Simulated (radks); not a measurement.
Question: Species: F6+. Configuration: [He] 2s1. Method: scalar-relativistic Kohn-Sham, r2SCAN, spin-polarised, spherical densities, finite nucleus; open shells are filled with parallel spins first; meta-GGA in the generalised Kohn-Sham scheme; Fermi nuclear charge, rms radius 2.8976 fm; computed with a radial shooting solver on a logarithmic mesh with Libxc functionals. Some entries of the table are withheld. Estimate them.

orbital,occ.,eigenvalue (eV),<1/r> (bohr^-1)
1s up,1,-864.5344,(1)
1s down,1,-862.8506,(2)
2s up,1,-174.5519,(3)
2p up,0,-158.1072,1.807

Answer: 
(1) 1s up <1/r> (bohr^-1): 8.694
(2) 1s down <1/r> (bohr^-1): 8.681
(3) 2s up <1/r> (bohr^-1): 1.889
